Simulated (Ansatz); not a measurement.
```yaml
crystal:
  periodic: [false, false, false]
  atoms:
    - {symbol: C, position_ang: [-2.571753, -0.515970, 2.177924]}
    - {symbol: h, position_ang: [-1.395312, -0.100191, 1.584943]}
    - {symbol: Zr, position_ang: [0.049074, 0.178605, 0.327230]}
    - {symbol: O, position_ang: [1.666845, -0.372902, 1.238051]}
    - {symbol: C, position_ang: [2.837523, -1.054678, 1.511248]}
    - {symbol: O, position_ang: [0.188775, 2.095530, 0.087902]}
    - {symbol: C, position_ang: [0.214948, 3.326831, -0.539099]}
    - {symbol: C, position_ang: [0.931227, -1.122349, -1.671716]}
    - {symbol: C, position_ang: [-0.041838, -1.943487, -1.058289]}
    - {symbol: C, position_ang: [-1.297523, -1.322024, -1.218220]}
    - {symbol: C, position_ang: [-1.101145, -0.112254, -1.914954]}
    - {symbol: C, position_ang: [0.278160, 0.006924, -2.199864]}
    - {symbol: H, position_ang: [-3.150551, -1.168427, 1.509271]}
    - {symbol: H, position_ang: [-3.202587, 0.343018, 2.437369]}
    - {symbol: H, position_ang: [-2.367520, -1.075657, 3.098750]}
    - {symbol: H, position_ang: [2.757558, -1.602123, 2.458298]}
    - {symbol: H, position_ang: [3.073966, -1.781822, 0.721774]}
    - {symbol: H, position_ang: [3.682780, -0.360545, 1.593449]}
    - {symbol: H, position_ang: [-0.570690, 3.981982, -0.143563]}
    - {symbol: H, position_ang: [0.058264, 3.230630, -1.622656]}
    - {symbol: H, position_ang: [1.179651, 3.824314, -0.381439]}
    - {symbol: H, position_ang: [1.993157, -1.317212, -1.708254]}
    - {symbol: H, position_ang: [0.145485, -2.878234, -0.549623]}
    - {symbol: H, position_ang: [-2.241170, -1.694439, -0.847439]}
    - {symbol: H, position_ang: [-1.867570, 0.602726, -2.177576]}
    - {symbol: H, position_ang: [0.750234, 0.831747, -2.713536]}
basis:
  gaussian: {orbitals: cc-pVTZ-DK, nuclear_model: gaussian}
hamiltonian: {xc: {name: B3LYP}}
```

```sh
$ ansatz run in.yaml --threads 11 --pin off --events-out ev --progress --plain --max-ram 174080MiB --backend cpu
```

Output, abridged:

```
Error: YAML parse error: error: line 5 column 16: `h` is not an element symbol (H … Og, case-exact)
 --> <input>:5:16
  |
3 |   atoms:
4 |     - {symbol: C, position_ang: [-2.571753, -0.515970, 2.177924]}
5 |     - {symbol: h, position_ang: [-1.395312, -0.100191, 1.584943]}
  |                ^ `h` is not an element symbol (H … Og, case-exact)
6 |     - {symbol: Zr, position_ang: [0.049074, 0.178605, 0.327230]}
7 |     - {symbol: O, position_ang: [1.666845, -0.372902, 1.238051]}
  |
```

What is wrong with this run?

An element symbol is wrong. The program refused the input.

B3LYP here is the variant with VWN-RPA as its local correlation; programs differ in this.
